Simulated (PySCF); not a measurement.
I2Zn, charge -1, multiplicity 2. Atoms are numbered in the order given.

```xyz
3

Zn     0.0000     0.0000    -1.0353
I      0.0000    -2.3370     0.2930
I      0.0000     2.3370     0.2930
```
Charge -1, spin multiplicity 2.

Geometry: PBE-D3(BJ)/def2-SVPD. The multiplicity is an assumed one; other spin states were not compared. The isomer is the one that the SMILES or the coordinates give; other isomers of the formula were not compared. The def2 effective core potentials stand for the cores of I; spin–orbit coupling is left out.

Method: B3LYP/def2-TZVPD in PySCF.

Mulliken values depend strongly on the basis, most of all with diffuse functions as here. ESP charges are fitted to the potential on shells at 1.4 to 2.0 van der Waals radii. Atomic charges (e):

| atom | ESP fit | Mulliken | Mulliken spin |
|---|---|---|---|
| Zn1 | [?] | 0.01 | 0.70 |
| I2 | [?] | -0.51 | 0.15 |
| I3 | [?] | -0.51 | 0.15 |

Question: What belongs in the gaps? (An estimate is asked for; the answer gives what the named calculation found.)

Answer: 
- Zn1, ESP fit: 0.08
- I2, ESP fit: -0.54
- I3, ESP fit: -0.54
